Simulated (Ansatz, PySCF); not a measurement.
C5H5N. Atoms are numbered in the order given.

```xyz
11

C     -1.4957     1.8140     0.8570
C     -0.8909     0.8468     0.4432
C     -0.1953    -0.3213    -0.0202
N     -0.9691    -1.4941    -0.1443
C      1.0894    -0.2309    -0.3488
C      2.3377    -0.1285    -0.7253
H     -2.0221     2.6784     1.2148
H     -1.6397    -1.6076     0.6116
H     -0.4087    -2.3326    -0.2668
H      2.6133     0.0859    -1.7675
H      3.1698    -0.2454    -0.0173
```

Geometry optimised at B3LYP-D3(BJ)/def2-SVP. This is a generated structure with no PubChem entry under its InChIKey; it may be hypothetical. One conformer was computed; it need not be the lowest.

Vertical ionisation energy (IE) and electron affinity (EA) in eV. Rows of orbital energies are one-electron estimates. Where ΔSCF, EOM or ADC give a negative EA the extra electron is unbound and the value depends on the basis.

```json
[
 {"level": "−ε(HOMO), −ε(LUMO), PBE0/def2-TZVP (PySCF)", "IE": "6.14", "EA": "0.43"},
 {"level": "−ε(HOMO), −ε(LUMO), PBE/def2-TZVP (PySCF)", "IE": "5.03", "EA": "1.34"},
 {"level": "ΔSCF, PBE0/def2-SVPD (Ansatz), final states of multiplicity 2 and 2", "IE": "?", "EA": "?"},
 {"level": "ΔSCF, PBE/def2-SVPD (Ansatz), final states of multiplicity 2 and 2", "IE": "7.91", "EA": "-1.05"}
]
```

Problem. What belongs in the gaps? (Estimate from the structure and the level; the computed values follow.)

Solution. 
- ΔSCF, PBE0/def2-SVPD (Ansatz, an electronic-structure program), final states of multiplicity 2 and 2, IE: 8.05
- ΔSCF, PBE0/def2-SVPD (Ansatz), final states of multiplicity 2 and 2, EA: -1.26

Problem. What vertical singlet–triplet gap does ΔSCF give with PBE0/def2-SVPD (Ansatz) and with PBE/def2-SVPD (Ansatz)? (Estimate from the structure and the level; the computed values follow.)

Solution. 3.26 and 3.23 eV (triplet above singlet where positive).
